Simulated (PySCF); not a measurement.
3-silylpropanenitrile (C3H7NSi), SMILES N#CCC[SiH3].

Coordinates come from a TPSSh-D3(BJ)/def2-SVP optimisation. Other conformers were not sampled.

Two levels are set side by side: TDA-PBE/def2-SVPD (PySCF) and TDA-M06-2X/def2-SVPD (PySCF). Vertical, same geometry. The lowest singlet is HOMO→LUMO 95 % with PBE and HOMO−1→LUMO+3 17 %, HOMO−1→LUMO+1 6 %, HOMO−1→LUMO+8 5 % with the other functional; states are paired by order. Differences are taken from unrounded values.

```tsv
quantity	TDA-M06-2X
lowest singlet excitation (eV)	7.03
lowest triplet excitation (TDA) (eV)	6.40
```

Task: What does TDA-PBE give, and how far is it from TDA-M06-2X? (The exact figures need the calculation; the answer reports its results.)

Result: 
```json
[
 {"quantity": "lowest singlet excitation (eV)", "TDA-PBE": "7.00", "TDA-PBE minus TDA-M06-2X": "-0.03"},
 {"quantity": "lowest triplet excitation (TDA) (eV)", "TDA-PBE": "6.25", "TDA-PBE minus TDA-M06-2X": "-0.15"}
]
```

Rough cost on one machine, each run with all the roots and properties that it gave: TDA-M06-2X against TDA-PBE about 10 times.
